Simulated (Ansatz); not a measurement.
Reaction (formal loss of a carbene): `CCCBr` → `CCBr` + `[CH2]` (triplet)

Calculated with Ansatz (gas phase, PBE0-D4/def2-TZVP geometries, no zero-point term in ΔE). CBS: MP2 limit from def2 TZ/QZ plus the TZ coupled-cluster correction, frozen cores. This one scheme is used for every species. DFT in def2-TZVPP. B3LYP here is the variant with VWN-RPA as its local correlation; programs differ in this. Triplets are unrestricted, without spin–orbit coupling. For Br outer-core shells are correlated without core-valence functions, which leaves a few kJ/mol of doubt a bond. Scalar relativity is left out up to krypton. One conformer a species, not always the lowest.

CCSD(T)/CBS gives +104.6 kcal/mol.

(1) Another level gave +99.5 kcal/mol. Which?
A. B3LYP/def2-TZVPP
B. B2PLYP/def2-TZVPP
C. PBE0-D4/def2-TZVPP
D. SCS-MP2/def2-TZVPP

Largest T1 diagnostic among the species: 0.011.

## Answers

(1) A. B3LYP 99.5, SCS-MP2/def2-TZVPP 104.9, PBE0-D4 103.6, B2PLYP 101.6 kcal/mol.

The D4 term adds +2.7 kcal/mol with B3LYP and +1.4 kcal/mol with PBE0; it sums over pairs of atoms, weighted by their polarisabilities, and B3LYP, whose exchange is more repulsive, gets the larger term. From PBE to PBE0 (25 % exact exchange), in def2-TZVPP and without D4, ΔE moves by −1.7 kcal/mol. In def2-TZVPP, CCSD(T) changes the Hartree–Fock value by +33.2 kcal/mol (the triples alone add +2.7 kcal/mol) and MP2 by +36.5 kcal/mol.
